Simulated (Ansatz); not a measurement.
Reactions of `[NH2][SnH]1[O][SiH2]1`.

Computed with Ansatz on PBE0-D4/def2-TZVP structures; ΔE is electronic, products minus reactants. CCSD(T)/CBS adds triple-zeta CCSD(T) − MP2 to the extrapolated MP2 energy (def2 sets, frozen cores). This one scheme is used for every species, atoms too. Functionals use def2-TZVPP. B3LYP here is the variant with VWN-RPA as its local correlation; programs differ in this. Open shells (•) are unrestricted, without spin–orbit coupling. Spin–orbit coupling would lower the free atoms: a little for O, Si; strongly for Sn. def2 core potentials past Kr. Bonds to Sn are less sure, by a few kJ/mol each and by 10 to 20 or more in all where they break to atoms, as the def2 sets lack core-valence functions. One conformer a species, not always the lowest.

| reaction | PBE0-D4 (kcal/mol) | B3LYP-D4 (kcal/mol) | PBE-D4 (kcal/mol) |
| --- | --- | --- | --- |
| `[NH2][SnH]1[O][SiH2]1` → 5 H• + N• + O• + Si• + Sn• | 645.1 | 653.0 | 663.9 |
| `[NH2][SnH]1[O][SiH2]1` + `F[BH][AlH2]` → `[O]1[SiH2][SnH2]1` + `[NH2][AlH][BH]F` | -22.7 | -22.7 | -22.0 |
| `[NH2][SnH]1[O][SiH2]1` + H₂ → `[O]1[SiH2][SnH2]1` + NH₃ | -4.4 | -3.0 | -2.7 |
| `[NH2][SnH]1[O][SiH2]1` → `[NH2][Sn][O][SiH3]` | -42.5 | -48.7 | -41.0 |
| `[NH2][SnH]1[O][SiH2]1` → `[OH][SnH]1[NH][SiH2]1` | 11.2 | 12.9 | 12.2 |
| `[NH2][SnH]1[O][SiH2]1` → `N[SiH]1[O][SnH2]1` | -18.9 | -18.9 | -17.9 |

Problem. Give the CCSD(T)/CBS values in the same order. (Estimate.)

Solution. The calculation gave: 661.1, -22.4, -2.4, -44.7, 11.5, -17.4 kcal/mol.

Largest T1 diagnostic: 0.017, for `[O]1[SiH2][SnH2]1`.
